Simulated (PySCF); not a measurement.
# How methods differ on the excitation energy of S²⁺

S²⁺ [Ne] 3s2 3p2 (3P) → S²⁺ [Ne] 3s1 3p2 4s1 (5P), as a difference of total energies. All numbers are calculated (PySCF 2.14, the spin-free X2C one-electron Hamiltonian (Gaussian nucleus), in aug-cc-pVDZ-DK (5s4p2d, 27 functions)). Correlated levels: valence: [Ne] frozen. The calculations carry no spin-orbit coupling.

| method | excitation energy (cm⁻¹) |
| --- | --- |
| UHF | 200740 |
| MP2 (valence) | 208960 |
| SCS-MP2 (valence) | 211970 |
| CCSD (valence) | 211390 |
| CCSD(T) (valence) | 211410 |
| CCSDT (valence) | 211310 |

A first-order spin-orbit estimate (lowest level to lowest level, LS coupling) adds 0.010 eV.

The promoted electron is Rydberg-like, and one or two diffuse shells describe it only roughly, which tends to raise the upper state.

The coupled-cluster amplitudes are large for the upper state (T1 above 0.03 or a double amplitude above 0.15), so a single reference is strained.
